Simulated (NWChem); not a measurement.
System: CH6BClSi; SMILES CB([SiH3])Cl

Here is an NWChem input.

```
start job
memory heap 200 mb stack 900 mb global 1100 mb
geometry units angstroms noautoz
  B     -0.386735    -0.142753    -0.034733
  Cl     0.764354    -1.489742    -0.108858
  C     -1.920872    -0.432211     0.019145
  H     -2.460557     0.183262    -0.733745
  H     -2.305751    -0.067918     1.000144
  H     -2.202319    -1.496585    -0.097735
  Si     0.436887     1.718677    -0.010810
  H     -0.587142     2.818713     0.120650
  H      1.204415     1.951672    -1.289301
  H      1.414271     1.848730     1.130838
end
basis spherical
  B library def2-svp
  Cl library def2-svp
  C library def2-svp
  H library def2-svp
  Si library def2-svp
end
dft
  xc xwpbe 1.00 cpbe96 1.0 hfexch 1.00
  cam 0.15 cam_alpha 0.0 cam_beta 1.0
  iterations 150
  vectors input atomic output neutral.movecs
end
task dft energy
charge 1
dft
  odft
  mult 2
  vectors input atomic output cation.movecs
end
task dft energy
```

Parts of the log:

```
             Northwest Computational Chemistry Package (NWChem) 7.3.0
             --------------------------------------------------------

 C1  symmetry detected

                             Geometry "geometry" -> ""
                             -------------------------

 Output coordinates in angstroms (scale by  1.889725989 to convert to a.u.)

  No.       Tag          Charge          X              Y              Z
 ---- ---------------- ---------- -------------- -------------- --------------
    1 B                    5.0000    -0.40440575    -0.14929466    -0.00566081
    2 Cl                  17.0000     0.72321548    -1.51798739    -0.00015310
    3 C                    6.0000    -1.94463775    -0.40994918    -0.00254409
    4 H                    1.0000    -2.44403163     0.19426270    -0.79149531
    5 H                    1.0000    -2.35920490    -0.01231881     0.95308368
    6 H                    1.0000    -2.24138833    -1.47195671    -0.10176339
    7 Si                  14.0000     0.45246790     1.69721030     0.00018327
    8 H                    1.0000    -0.55498623     2.81839003     0.06333788
    9 H                    1.0000     1.27171354     1.88167255    -1.25390421
   10 H                    1.0000     1.38853899     1.84096004     1.17434695

 Effective nuclear repulsion energy (a.u.)     181.1100016443

  pbe96 is a nonlocal functional; adding pw91lda local functional.

                                 NWChem DFT Module
                                 -----------------

 Summary of "ao basis" -> "ao basis" (spherical)
 ------------------------------------------------------------------------------
       Tag                 Description            Shells   Functions and Types
 ---------------- ------------------------------  ------  ---------------------
 B                          def2-svp                 6       14   3s2p1d
 Cl                         def2-svp                 8       18   4s3p1d
 C                          def2-svp                 6       14   3s2p1d
 H                          def2-svp                 3        5   2s1p
 Si                         def2-svp                 8       18   4s3p1d

            General Information
            -------------------
          SCF calculation type: DFT
          Wavefunction type:  closed shell.
          No. of atoms     :    10
          No. of electrons :    48
           Alpha electrons :    24
            Beta electrons :    24
          Charge           :     0
          Spin multiplicity:     1
          Use of symmetry is: off; symmetry adaption is: off
          Maximum number of iterations: 150
          AO basis - number of functions:    94
                     number of shells:    46
          Convergence on energy requested:  1.00D-06
          Convergence on density requested:  1.00D-05
          Convergence on gradient requested:  5.00D-04

              XC Information
              --------------
                     Hartree-Fock (Exact) Exchange  1.000
                     LC-wPBE(h)Exchange Functional  1.000
            Perdew 1991 LDA Correlation Functional  1.000 local
           PerdewBurkeErnz. Correlation Functional  1.000 non-local

           Range-Separation Parameters
           ---------------------------
           Alpha           :  0.00
           Beta            :  1.00
           Gamma           :  0.15
           Short-Range HF  :     F

             Grid Information
             ----------------
          Grid used for XC integration:  medium
          Radial quadrature: Mura-Knowles
          Angular quadrature: Lebedev.
          Tag              B.-S. Rad. Rad. Pts. Rad. Cut. Ang. Pts.
          ---              ---------- --------- --------- ---------
          B                   0.85       49           9.0       434
          Cl                  1.00       88          11.0       590
          C                   0.70       49          11.0       434
          H                   0.35       45          12.0       434
          Si                  1.10       88          11.0       590
          Grid pruning is: on
          Number of quadrature shells:   544
          Spatial weights used:  Erf1

      Superposition of Atomic Density Guess
      -------------------------------------

 Sum of atomic energies:        -813.18654278

      Non-variational initial energy
      ------------------------------

 Total energy =    -814.813089
 1-e energy   =   -1481.332469
 2-e energy   =     485.409378
 HOMO         =      -0.294709
 LUMO         =      -0.017446

   convergence    iter        energy       DeltaE   RMS-Dens  Diis-err
 ---------------- ----- ----------------- --------- --------- ---------
 d= 0,ls=0.0,diis     1   -815.5366216914 -9.97D+02  8.14D-03  4.24D-01
 d= 0,ls=0.0,diis     2   -815.5640056324 -2.74D-02  4.81D-03  1.53D-01
 d= 0,ls=0.0,diis     3   -815.5822195736 -1.82D-02  1.47D-03  2.68D-02
 d= 0,ls=0.0,diis     4   -815.5862546061 -4.04D-03  2.41D-04  4.19D-04
 d= 0,ls=0.0,diis     5   -815.5863061119 -5.15D-05  8.79D-05  6.16D-05
  Resetting Diis
 d= 0,ls=0.0,diis     6   -815.5863152511 -9.14D-06  2.82D-05  2.29D-06
 d= 0,ls=0.0,diis     7   -815.5863157045 -4.53D-07  9.26D-06  9.78D-08

         Total DFT energy =     -815.586315704468
      One electron energy =    -1484.615581743028
           Coulomb energy =      548.305216128135
    Exchange-Corr. energy =      -60.385951733908
 Nuclear repulsion energy =      181.110001644333

 Numeric. integr. density =       47.999972983660

                       DFT Final Molecular Orbital Analysis
                       ------------------------------------

 Vector   22  Occ=2.000000D+00  E=-3.744431D-01
              MO Center=  8.7D-01,  5.2D-01, -6.9D-02, r^2= 4.5D+00
   Bfn.  Coefficient  Atom+Function         Bfn.  Coefficient  Atom+Function
  ----- ------------  ---------------      ----- ------------  ---------------
    27      0.391622   2 Cl pz               24      0.303057   2 Cl pz
    85      0.269783   9 H  s                90     -0.240962  10 H  s
    71     -0.230132   7 Si pz               74     -0.205784   7 Si pz
    21      0.175607   2 Cl pz               86      0.133347   9 H  s
    68      0.132118   7 Si pz               91     -0.114520  10 H  s

 Vector   23  Occ=2.000000D+00  E=-3.723831D-01
              MO Center=  2.4D-01,  8.3D-01,  4.8D-02, r^2= 5.0D+00
   Bfn.  Coefficient  Atom+Function         Bfn.  Coefficient  Atom+Function
  ----- ------------  ---------------      ----- ------------  ---------------
    25      0.273231   2 Cl px               69     -0.245412   7 Si px
    80      0.226498   8 H  s                22      0.220479   2 Cl px
    90     -0.210299  10 H  s                72     -0.180961   7 Si px
    85     -0.172443   9 H  s                37     -0.150080   3 C  py
     5     -0.144569   1 B  py               57      0.138436   6 H  s

 Vector   24  Occ=2.000000D+00  E=-3.156162D-01
              MO Center=  1.0D-01, -1.2D-01, -2.2D-03, r^2= 3.8D+00
   Bfn.  Coefficient  Atom+Function         Bfn.  Coefficient  Atom+Function
  ----- ------------  ---------------      ----- ------------  ---------------
    26      0.337637   2 Cl py               25      0.284227   2 Cl px
     5      0.259060   1 B  py               23      0.241691   2 Cl py
    70      0.228081   7 Si py                4      0.202434   1 B  px
    22      0.199754   2 Cl px               36      0.198830   3 C  px
    73      0.164771   7 Si py               64     -0.147629   7 Si s

 Vector   25  Occ=0.000000D+00  E=-2.474172D-02
              MO Center= -2.4D-01, -1.5D-02, -3.0D-03, r^2= 3.1D+00
   Bfn.  Coefficient  Atom+Function         Bfn.  Coefficient  Atom+Function
  ----- ------------  ---------------      ----- ------------  ---------------
     6      0.558823   1 B  pz                9     -0.492742   1 B  pz
    27      0.337343   2 Cl pz               86     -0.248633   9 H  s
    91      0.238758  10 H  s                74     -0.208022   7 Si pz
    53      0.194594   5 H  s                24      0.179860   2 Cl pz
    48     -0.153261   4 H  s                52      0.141314   5 H  s

 Vector   26  Occ=0.000000D+00  E= 8.809246D-02
              MO Center=  6.8D-02,  1.1D+00, -4.3D-03, r^2= 5.0D+00
   Bfn.  Coefficient  Atom+Function         Bfn.  Coefficient  Atom+Function
  ----- ------------  ---------------      ----- ------------  ---------------
    72      1.043089   7 Si px               35      0.979731   3 C  s
    81      0.817916   8 H  s                91     -0.573506  10 H  s
    86     -0.496882   9 H  s                58     -0.404991   6 H  s
     7      0.372911   1 B  px               26     -0.274515   2 Cl py
    53     -0.241841   5 H  s                73     -0.218981   7 Si py

 Vector   27  Occ=0.000000D+00  E= 1.035364D-01
              MO Center= -5.2D-01,  1.1D+00,  2.2D-02, r^2= 6.7D+00
   Bfn.  Coefficient  Atom+Function         Bfn.  Coefficient  Atom+Function
  ----- ------------  ---------------      ----- ------------  ---------------
    35      1.503953   3 C  s                73      1.179559   7 Si py
     8      0.839070   1 B  py               48     -0.776102   4 H  s
    81     -0.775984   8 H  s                53     -0.755968   5 H  s
    64      0.505086   7 Si s                86     -0.315361   9 H  s
    18      0.299689   2 Cl s                65     -0.282159   7 Si s

     Multipole analysis of the density
     ---------------------------------

     L   x y z        total         alpha         beta         nuclear
     -   - - -        -----         -----         ----         -------
     0   0 0 0     -0.000000    -24.000000    -24.000000     48.000000

     1   1 0 0     -0.516434     -0.258217     -0.258217      0.000000
     1   0 1 0     -0.064658     -0.032329     -0.032329      0.000000
     1   0 0 1      0.019674      0.009837      0.009837      0.000000

     2   2 0 0    -29.427834   -114.135120   -114.135120    198.842407
     2   1 1 0     -0.153680     -6.168264     -6.168264     12.182848
     2   1 0 1     -0.082010      0.038830      0.038830     -0.159669
     2   0 2 0    -32.151429   -190.518037   -190.518037    348.884644
     2   0 1 1     -0.022630      0.017109      0.017109     -0.056849
     2   0 0 2    -29.794286    -22.933407    -22.933407     16.072529

                                 NWChem DFT Module
                                 -----------------

            General Information
            -------------------
          SCF calculation type: DFT
          Wavefunction type:  spin polarized.
          No. of atoms     :    10
          No. of electrons :    47
           Alpha electrons :    24
            Beta electrons :    23
          Charge           :     1
          Spin multiplicity:     2
          Use of symmetry is: off; symmetry adaption is: off
          Maximum number of iterations: 150
          This is a Direct SCF calculation.
          AO basis - number of functions:    94
                     number of shells:    46
          Convergence on energy requested:  1.00D-06
          Convergence on density requested:  1.00D-05
          Convergence on gradient requested:  5.00D-04

              XC Information
              --------------
                     Hartree-Fock (Exact) Exchange  1.000
                     LC-wPBE(h)Exchange Functional  1.000
            Perdew 1991 LDA Correlation Functional  1.000 local
           PerdewBurkeErnz. Correlation Functional  1.000 non-local

           Range-Separation Parameters
           ---------------------------
           Alpha           :  0.00
           Beta            :  1.00
           Gamma           :  0.15
           Short-Range HF  :     F

             Grid Information
             ----------------
          Grid used for XC integration:  medium
          Radial quadrature: Mura-Knowles
          Angular quadrature: Lebedev.
          Tag              B.-S. Rad. Rad. Pts. Rad. Cut. Ang. Pts.
          ---              ---------- --------- --------- ---------
          B                   0.85       49           9.0       434
          Cl                  1.00       88          11.0       590
          C                   0.70       49          11.0       434
          H                   0.35       45          12.0       434
          Si                  1.10       88          11.0       590
          Grid pruning is: on
          Number of quadrature shells:   544
          Spatial weights used:  Erf1

      Superposition of Atomic Density Guess
      -------------------------------------

 Sum of atomic energies:        -813.18654278

 Renormalizing density from      48.00 to     47

      Non-variational initial energy
      ------------------------------

 Total energy =    -803.966706
 1-e energy   =   -1450.471376
 2-e energy   =     465.394668
 HOMO         =      -0.574142
 LUMO         =      -0.280490

   convergence    iter        energy       DeltaE   RMS-Dens  Diis-err
 ---------------- ----- ----------------- --------- --------- ---------
 d= 0,ls=0.0,diis     1   -815.1044242593 -9.96D+02  8.20D-03  3.18D-01
                                                     9.12D-03  3.17D-01
 d= 0,ls=0.0,diis     2   -814.9954416587  1.09D-01  6.28D-03  4.15D-01
                                                     6.46D-03  4.06D-01
 d= 0,ls=0.0,diis     3   -815.2101349239 -2.15D-01  1.40D-03  3.00D-02
                                                     1.73D-03  3.17D-02
 d= 0,ls=0.0,diis     4   -815.2295742506 -1.94D-02  3.22D-04  1.58D-03
                                                     3.19D-04  1.45D-03
 d= 0,ls=0.0,diis     5   -815.2304078653 -8.34D-04  1.27D-04  1.36D-04
                                                     1.52D-04  1.28D-04
  Resetting Diis
 d= 0,ls=0.0,diis     6   -815.2305241439 -1.16D-04  7.35D-05  2.77D-05
                                                     7.38D-05  1.85D-05
 d= 0,ls=0.0,diis     7   -815.2305587867 -3.46D-05  6.00D-05  6.39D-06
                                                     6.17D-05  5.10D-06
 d= 0,ls=0.0,diis     8   -815.2305735513 -1.48D-05  1.66D-05  3.26D-06
                                                     3.66D-05  6.17D-06
 d= 0,ls=0.0,diis     9   -815.2305802935 -6.74D-06  4.93D-05  1.89D-06
                                                     7.82D-05  1.56D-06
 d= 0,ls=0.0,diis    10   -815.2305897589 -9.47D-06  1.01D-05  2.06D-07
                                                     2.33D-05  2.83D-07
 d= 0,ls=0.0,diis    11   -815.2305908911 -1.13D-06  6.20D-06  2.75D-08
                                                     1.57D-05  6.57D-08
 d= 0,ls=0.0,diis    12   -815.2305913353 -4.44D-07  3.81D-06  2.15D-08
                                                     9.46D-06  2.49D-08

         Total DFT energy =     -815.230591335307
      One electron energy =    -1473.492025537053
           Coulomb energy =      537.191961931269
    Exchange-Corr. energy =      -60.040529373855
 Nuclear repulsion energy =      181.110001644333

 Numeric. integr. density =       46.999976310515

                    DFT Final Alpha Molecular Orbital Analysis
                    ------------------------------------------

 Vector   22  Occ=1.000000D+00  E=-5.822270D-01
              MO Center=  9.5D-01,  1.6D+00, -9.5D-02, r^2= 2.8D+00
   Bfn.  Coefficient  Atom+Function         Bfn.  Coefficient  Atom+Function
  ----- ------------  ---------------      ----- ------------  ---------------
    85     -0.331897   9 H  s                71      0.320559   7 Si pz
    90      0.297995  10 H  s                74      0.252303   7 Si pz
    68     -0.175379   7 Si pz               27     -0.172343   2 Cl pz
    24     -0.140800   2 Cl pz               86     -0.125861   9 H  s
    91      0.111300  10 H  s                21     -0.079481   2 Cl pz

[...]
```

Level: LC-wPBE (HJS exchange hole, range parameter 0.15 per bohr)/def2-SVP, vertical spin-unrestricted ions. The geometry was optimised at PBE-D3(BJ)/def2-SVP.
